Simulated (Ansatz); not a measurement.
Consider the isomerisation: `CC(=O)OBCl` → `O/C=C/B(O)Cl`.

Isolated molecules relaxed with PBE0-D4/def2-TZVP in Ansatz; ΔE leaves out vibrations. CBS: MP2 limit from def2 TZ/QZ plus the TZ coupled-cluster correction, frozen cores. DFT in def2-TZVPP. HSE06 is defined as in plane-wave codes. One conformer a species, not always the lowest.

| level | ΔE (kJ/mol) |
| --- | --- |
| HSE06-D4 | -9.1 |
| HSE06 | -8.2 |

Task: What does CCSD(T)/CBS give? (An estimate is asked.)

Result: Computed: -8.9 kJ/mol. The listed levels differ from it by -0.2, 0.7 kJ/mol.

Largest T1 diagnostic among the species: 0.014.

At CCSD(T), def2-SVP lies +26.9 kJ/mol from the extrapolated value and def2-TZVPP +6.2 kJ/mol. In def2-TZVPP, CCSD(T) changes the Hartree–Fock value by −17.2 kJ/mol (the triples alone add −1.2 kJ/mol) and MP2 by −21.2 kJ/mol. Leaving LDA and LC-ωPBE aside and taking each functional with its dispersion term where it has one, the values, not all of them listed here, spread over 14.9 kJ/mol, from PBE-D4 to ωB97X-V. LDA lies −8.9 kJ/mol from PBE without D4.
